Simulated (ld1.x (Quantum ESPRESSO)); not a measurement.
**chlorine (Cl): one change to a TM potential, before and after**

chlorine (Cl), norm-conserving Troullier–Martins (Kleinman–Bylander form), made with ld1.x (Quantum ESPRESSO) 7.5 (LDA (PZ), non-relativistic). Core [Ne], reference 3s2 3p4.5 (charge +0.5). Waves: 3s (bound): rc 1.25 bohr; 3p (bound): rc 1.50 bohr. Local part: all-electron potential smoothed inside 1.30 bohr (lloc = -1). Core correction: none.

Change: core correction a·sin(br)/r model core inside 0.84 bohr.

Cutoffs: the cutoffs (Ry, on a coarse ladder) from which the occupation-weighted sum of valence levels, in a spherical-Bessel basis at the reference potential, stays within 10 and 1 mRy of its value at 400 Ry; they do not see the model core or the augmentation charge, which bear on the density cutoff. Errors are all-electron minus pseudo energies relative to the spin-unpolarised reference configuration.

What does the change do?

The potential gets neither clearly harder nor softer (50 Ry and 80 Ry → 50 Ry and 80 Ry); of the 9 tests that both files solve, the error grows in 0 and shrinks in 7 by more than 15 % and 0.3 meV (median size 6.7 → 4.2 meV); neither file shows a bound ghost. Exchange and correlation are not linear in the density, so unscreening with the valence charge alone errs where core and valence overlap; a model core restores that term. A model core, the more so a compact one, raises the density cutoff, which this test does not measure.

```csv
quantity,base,changed
"cutoff, loose",50 Ry,50 Ry
"cutoff, tight",80 Ry,80 Ry
bound ghosts,none,none
"error for 3s2 3p5, meV [ΔE -5.64 eV]",+1.2,+1.1
"error for 3s2 3p4, meV [ΔE 8.35 eV]",+2.2,+1.8
"error for 3s2 3p3, meV [ΔE 33.89 eV]",+30,+25
"error for 3s2 3p5.3, meV [ΔE -7.82 eV]",+2.6,+2.4
"error for 3s2 3p2, meV [ΔE 72.29 eV]",+124,+96
"error for 3s1 3p6, meV [ΔE 6.22 eV]",+1.9,+0.9
"error for 3s1 3p5, meV [ΔE 20.75 eV]",+6.7,+4.2
"error for 3s2 3p4.5 (spin-polarised), meV [ΔE -0.45 eV]",+45,+9.0
"error for 3s2 3p5 (spin-polarised), meV [ΔE -5.83 eV]",+19,+4.7
s: phases at 1.65 bohr within 0.05 rad from the reference energy up to (Ry; the scan ends near 5),2.7,2.7
p: phases at 1.65 bohr within 0.05 rad from the reference energy up to (Ry; the scan ends near 5),to the end of the scan,to the end of the scan
```
